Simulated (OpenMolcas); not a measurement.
**Tl+: from CASSCF to CASPT2**

| Item | Value |
| --- | --- |
| Program | OpenMolcas 26.06 |
| Basis | ANO-R2 [8s7p5d3f1g] |
| Scalar Hamiltonian | X2C, finite nucleus |
| Active space | 2 electrons in 4 orbitals (6s 6p) |
| State averaging | 2S+1 = 3 even, 3 roots (0 in the spin-orbit step); 2S+1 = 1 even, 1 root; 2S+1 = 3 odd, 3 roots |
| Spin-orbit coupling | state interaction with AMFI integrals over the reference wave functions, term energies averaged over their components |

Methods on the same reference wave functions:
A. CASSCF
B. SS-CASPT2, IPEA 0.25 Eh, imaginary shift 0.1 Eh (closed shells correlated: 5d)

Energies in eV above 6s² ¹S₀, the measured ground level; measured values from NIST Handbook of Basic Atomic Spectroscopic Data.

| Level | A | B | Measured |
| --- | --- | --- | --- |
| 6s² ¹S₀ | 0.0000 | 0.0000 | 0.0000 |
| 6s 6p ³P°₀ | 5.8018 | 6.441 | 6.1312 |
| 6s 6p ³P°₁ | 6.1865 | 6.826 | 6.4960 |
| 6s 6p ³P°₂ | 6.9559 | 7.595 |  |

Deviations, from unrounded energies. A percentage is the sum of absolute deviations over the sum of measured energies, with the sign that they share, or ± where signs differ.

```csv
Against measurement,Levels,A,B
mean absolute deviation (cm-1),2,2600,2600
other configurations (%),2,-5.1,+5.1
```

A, B lie about equally close to measurement. The largest miss of A in the table is 6s 6p ³P°₀, by -2700 cm-1. The ranking rests on the paired levels alone, and a cruder setting can come out closer through cancelling errors.

The lowest spin-free term lies below A's lowest term by 0.396 hartree in B.

Some high roots are left out of the spin-orbit mixing, which shifts the levels that they would mix with. Spin-orbit splittings of 6p shells tend to come out small when the coupling is added on scalar orbitals. Measured partners are found by configuration, term and J. A level has none where our copy of the source lacks it or the pairing is in doubt (some pairs that miss far off the trend of their configuration count as doubtful), and it then counts in no deviation. Levels of configurations outside the active space are missing.

° marks odd parity.
